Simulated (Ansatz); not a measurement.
This geometry of H3NS2Si (7 atoms, charge 0, multiplicity 1) is a first-order saddle point.

The calculation used Ansatz 0.2.0, UKS PBE-D4/def2-SVP.

```xyz
7
Properties=species:S:1:pos:R:3
N -0.941 0.888 -0.391
Si 0.423 -0.114 -0.695
S 1.334 -1.166 1.436
S 0.113 -2.135 -0.002
H -0.929 1.897 -0.557
H -1.774 0.566 0.109
H 1.835 -0.005 0.055
```

Question: Which two structures does it join? (They come from a converged band through this point; their orientation in space is the band's.)

Answer: Bonds broken: Si2–H7. Bonds formed: S3–H7.

Image 0:

```xyz
7
Properties=species:S:1:pos:R:3
N -0.821 0.831 -0.341
Si 0.524 -0.194 -0.067
S 0.841 -1.278 1.748
S 0.241 -2.297 -0.156
H -0.694 1.821 -0.555
H -1.748 0.618 0.032
H 1.718 0.431 -0.708
```

Image 6:

```xyz
7
Properties=species:S:1:pos:R:3
N -1.209 0.970 -0.389
Si 0.297 0.362 -1.007
S 1.493 -0.850 1.201
S 0.144 -1.744 -0.163
H -1.458 1.960 -0.480
H -1.883 0.445 0.180
H 2.678 -1.211 0.612
```

Question: How far does it lie above each of them?

Answer: 1.52 eV above the first and 0.67 eV above the second. This is the barrier of this one path; another mechanism may lie lower. The orbitals stay closed-shell, which can raise the energy where a bond breaks towards radicals; this wasn't checked here.

Time of the run: 74 s on 2 threads of Intel(R) Xeon(R) 6975P-C (Granite Rapids), on a shared host, peak memory 0.19 GiB.
